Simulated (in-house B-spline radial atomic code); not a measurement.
A fraction x of an electron is removed from 2p in neutral carbon, starting from [He] 2s2 2p2 and keeping the highest spin. Method: non-relativistic PBE, spin-polarised, spherical fractional occupations, point nucleus. Calculated with a B-spline radial code for spherical atoms.

| x | E(x) - E(0) (eV) | 2p up level (eV) |
| --- | --- | --- |
| 0 | 0.0000 | -6.099 |
| 0.05 | 0.3176 | -6.608 |
| 0.19 | 1.3451 | -8.080 |
| 0.3 | 2.2995 | -9.280 |
| 0.47 | 4.0397 | -11.207 |
| 0.5 | 4.3812 | -11.556 |
| 0.53 | 4.7331 | -11.908 |
| 0.73 | 7.3536 | -14.315 |
| 0.81 | 8.5383 | -15.307 |
| 0.91 | 10.1321 | -16.571 |
| 1 | 11.6755 | -17.730 |

The exact functional would give a straight line between the two integer points. Deviations E(x) - E(0) - x[E(1) - E(0)], in eV: -0.266 at x = 0.05, -0.873 at x = 0.19, -1.203 at x = 0.3, -1.448 at x = 0.47, -1.457 at x = 0.5, -1.455 at x = 0.53, -1.17 at x = 0.73, -0.919 at x = 0.81, -0.493 at x = 0.91.

The curve lies below the straight line by up to 1.457 eV (at x = 0.5): convex, the delocalisation error that favours fractional charges.

Task: How well does Slater's transition state (minus the level at half occupation) give the ionisation energy?

Result: It gives 11.556 eV against 11.675 eV from the two total energies; NIST lists 11.26 eV, ground level to ground level.
